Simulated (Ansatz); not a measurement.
The same atomization along the group Si, Ge, Sn.

Program: Ansatz. Geometries: PBE0-D4/def2-TZVP. ΔE: electronic, gas phase. CBS: MP2 limit from def2 TZ/QZ plus the TZ coupled-cluster correction, frozen cores. Small cases extrapolate CCSD(T) itself. Open shells (•) are unrestricted, without spin–orbit coupling. Spin–orbit coupling would lower the free atoms: a little for Cl, S, Si; clearly for Ge; strongly for Sn. def2 core potentials past Kr. Bonds to Ge, Sn are less sure, by a few kJ/mol each and by 10 to 20 or more in all where they break to atoms, as the def2 sets lack core-valence functions. Scalar relativity is left out up to krypton. One conformer a species, not always the lowest.

(1) Order these by ΔE at CCSD(T)/CBS, lowest first. (Best estimate.)
A. `[SH][Sn][Cl]` → Cl• + H• + S• + Sn•
B. `[SH][Ge][Cl]` → Cl• + H• + S• + Ge•
C. `S[Si]Cl` → Cl• + H• + S• + Si•

Largest T1 diagnostic: 0.015, for `[SH][Sn][Cl]`.

Extrapolated directly: `S[Si]Cl` → Cl• + H• + S• + Si•.

Answers

(1) A (+259.1 kcal/mol), B (+264.4 kcal/mol), C (+279.0 kcal/mol).

For atomizations the MP2-based limit and the directly extrapolated one differ by several kJ/mol either way, and by 10 to 25 for some Ge, Se and Sn compounds, so smaller differences from it don't rank the levels.
